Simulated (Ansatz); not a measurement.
This geometry of AlCl$_{3}$FH$_{5}$NOTa (13 atoms, charge 0, multiplicity 1) is a first-order saddle point.

Computed with RKS PBE/def2-SVP (Ansatz 0.2.0).

```xyz
13
Properties=species:S:1:pos:R:3
Ta -0.157 0.040 0.188
F 1.754 0.259 0.325
Cl -0.335 0.379 2.524
Cl 0.089 -0.126 -2.157
N -0.849 1.867 -0.062
H -1.129 2.494 0.700
H -0.973 2.320 -0.974
Cl -2.128 -1.282 0.137
O 0.752 -2.052 0.559
Al 0.285 -3.733 0.923
H 1.578 -4.639 1.119
H -1.229 -4.159 1.042
H 1.712 -1.845 0.573
```

Question: Which two structures does it join? (They come from a converged band through this point; their orientation in space is the band's.)

Answer: No bond is made or broken.  The two ends are copies of one structure, up to a mirror image or an exchange of like atoms.

First end point:

```xyz
13
Properties=species:S:1:pos:R:3
Ta 0.171 0.033 0.300
F 1.923 0.687 0.565
Cl -0.449 0.430 2.535
Cl 0.495 -0.270 -2.011
N -0.941 1.600 -0.174
H -1.471 2.169 0.496
H -1.127 1.916 -1.133
Cl -1.734 -1.709 0.173
O 1.030 -1.890 0.774
Al -0.156 -3.341 0.730
H 0.107 -4.266 -0.541
H -0.460 -3.886 2.198
H 1.982 -1.950 0.983
```

Last end point:

```xyz
13
Properties=species:S:1:pos:R:3
Ta 0.170 0.030 0.292
F 1.920 0.685 0.563
Cl -0.459 0.413 2.526
Cl 0.497 -0.260 -2.020
N -0.940 1.602 -0.174
H -1.468 2.168 0.501
H -1.123 1.929 -1.130
Cl -1.730 -1.715 0.151
O 1.033 -1.891 0.761
Al -0.156 -3.339 0.742
H -0.466 -3.853 2.219
H 0.108 -4.291 -0.509
H 1.984 -1.954 0.973
```

Question: How far does it lie above each of them?

Answer: 17.2 kcal/mol above the first and 17.2 kcal/mol above the second. This is the barrier of this one path; another mechanism may lie lower.

Time of the run: 6.5 min on 4 threads of Arm Neoverse V2, on a shared host, peak memory 0.31 GiB.
